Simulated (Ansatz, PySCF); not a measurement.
Process, species as SMILES: COc1cscn1 [4-methoxy-1,3-thiazole] + 4 C (CH4) + N (NH3) + O (H2O) + S (H2S) -> C=C (C2H4) + C=N (CH3N) + CN (CH5N) + 2 CO (CH4O) [methanol] + 2 CS (CH4S) [methanethiol]
Structures are relaxed separately at B3LYP-D3(BJ)/def2-TZVP in Ansatz (a quantum-chemistry and plane-wave program), one conformer each, not searched for the lowest. Unstable Hartree-Fock reference: COc1cscn1.
Geometry of the first species:
```xyz
12

C      2.7162    -0.5555     0.4474
O      1.8589     0.2382    -0.3760
C      0.5357     0.1231    -0.1684
C     -0.3923     0.8282    -0.8897
S     -1.9637     0.4145    -0.3376
C     -1.2655    -0.6610     0.8062
N      0.0364    -0.7146     0.7860
H      2.5150    -1.6186     0.3099
H      3.7266    -0.3183     0.1241
H      2.5875    -0.3048     1.5009
H     -0.2218     1.5362    -1.6810
H     -1.8784    -1.2391     1.4812
```
Charge 0, spin multiplicity 1.

Wanted: bond separation energy (0 K, with B3LYP-D3(BJ) harmonic zero-point energies from PySCF), in kJ/mol. Correlated levels leave the core frozen unless marked. No spin-orbit coupling. Non-relativistic. Basis-set limits of correlation are two-point, X^-3; Hartree-Fock from the larger set. The bracket is a focal-point correction in the basis named.

```csv
level,program,bond separation energy (kJ/mol)
BHLYP-D4/def2-TZVPD,Ansatz + dftd4,276.2
SCS-MP2/STO-3G,Ansatz,288.4
SCS-MP2/cc-pwCVTZ,Ansatz,298.8
CCSD/cc-pV(T+d)Z,Ansatz,271.8
"RI-MP2/CBS(aug-cc-pV(T+d)Z,aug-cc-pV(Q+d)Z)+[CCSD(T)-MP2]/aug-cc-pV(T+d)Z",Ansatz,…
```

Problem. What belongs in the gaps?

Solution. 
- RI-MP2/CBS(aug-cc-pV(T+d)Z,aug-cc-pV(Q+d)Z)+[CCSD(T)-MP2]/aug-cc-pV(T+d)Z, bond separation energy (kJ/mol): 289.7
